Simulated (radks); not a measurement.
All-electron atom: Sr XXX in [He] 2s2 2p4 5d1 (not the ground configuration).

All-electron calculation, non-relativistic Kohn-Sham, PBE, spin-polarised, spherical densities, point nucleus; open shells are filled with parallel spins first (spin-orbit coupling, left out, can overturn this in heavy ions); relativity is left out, which matters for an element this heavy. Program: a radial shooting solver on a logarithmic mesh with Libxc functionals.

Energy parts (eV):
total: -63614.578
kinetic: 63606.300
electron-nucleus: -132911.687
Hartree: 7086.813
exchange-correlation: -1396.004

Orbitals (lengths in bohr, moments of r in powers of bohr; <r^-3> diverges for s and p1/2; r(90%) holds 90 % of the orbital's charge):
[
 {"orbital": "1s up", "occ.": "1", "eigenvalue (eV)": "-17442.17", "<r^-3>": "-", "r(90%)": "0.0714", "<r^2>": "0.002153"},
 {"orbital": "1s down", "occ.": "1", "eigenvalue (eV)": "-17427.76", "<r^-3>": "-", "r(90%)": "0.0713", "<r^2>": "0.002149"},
 {"orbital": "2s up", "occ.": "1", "eigenvalue (eV)": "-3696.053", "<r^-3>": "-", "r(90%)": "0.260", "<r^2>": "0.03383"},
 {"orbital": "2s down", "occ.": "1", "eigenvalue (eV)": "-3671.688", "<r^-3>": "-", "r(90%)": "0.261", "<r^2>": "0.03402"},
 {"orbital": "2p up", "occ.": "3", "eigenvalue (eV)": "-3557.266", "<r^-3>": "1817", "r(90%)": "0.234", "<r^2>": "0.02543"},
 {"orbital": "2p down", "occ.": "1", "eigenvalue (eV)": "-3527.662", "<r^-3>": "1807", "r(90%)": "0.235", "<r^2>": "0.02562"},
 {"orbital": "5d up", "occ.": "1", "eigenvalue (eV)": "-494.7158", "<r^-3>": "16.88", "r(90%)": "1.58", "<r^2>": "1.427"}
]

The highest occupied level is 5d up at -494.72 eV. Summed over all electrons, <r^2> = 1.601 bohr^2, which gives a Langevin (diamagnetic) susceptibility term of -1.27 x 10^-6 cm^3/mol.
